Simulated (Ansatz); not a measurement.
Reaction (hydrogenolysis of a Ge–Br bond): `[F][Ge][Br]` + H₂ → `[F][GeH]` + HBr

Isolated molecules relaxed with PBE0-D4/def2-TZVP in Ansatz; ΔE leaves out vibrations. CCSD(T)/CBS adds triple-zeta CCSD(T) − MP2 to the extrapolated MP2 energy (def2 sets, frozen cores). This one scheme is used for every species. Functionals use def2-TZVPP. B3LYP here is the variant with VWN-RPA as its local correlation; programs differ in this. For Br, Ge outer-core shells are correlated without core-valence functions, which leaves a few kJ/mol of doubt a bond. Scalar relativity is left out up to krypton.

`[F][Ge][Br]`:

Z-matrix (Å, degrees):
```
Ge
F 1 1.749
Br 1 2.341 2 98.7
```

H₂:

Cartesian coordinates in Å:
```
H -0.184 -0.012 0.324
H 0.184 0.012 -0.324
```

`[F][GeH]`:

Z-matrix (Å, degrees):
```
Ge
F 1 1.757
H 1 1.609 2 94.2
```

HBr:

```xyz
2

Br   -0.081   -0.403    0.579
H     0.081    0.403   -0.579
```

```csv
level,ΔE (kJ/mol)
B3LYP,139.8
r2SCAN0,144.7
LC-ωPBE,128.0
CCSD(T)/def2-SVP,120.1
```

Task: What does CCSD(T)/CBS give? (Best estimate.)

Result: The calculation gave: +140.8 kJ/mol. The listed levels differ from it by -1.0, 3.9, -12.8, -20.7 kJ/mol.

Largest T1 diagnostic among the species: 0.014.

From PBE to PBE0 (25 % exact exchange), in def2-TZVPP and without D4, ΔE moves by −6.3 kJ/mol. The D4 term adds +6.0 kJ/mol with B3LYP and +3.1 kJ/mol with PBE0; it sums over pairs of atoms, weighted by their polarisabilities, and B3LYP, whose exchange is more repulsive, gets the larger term.
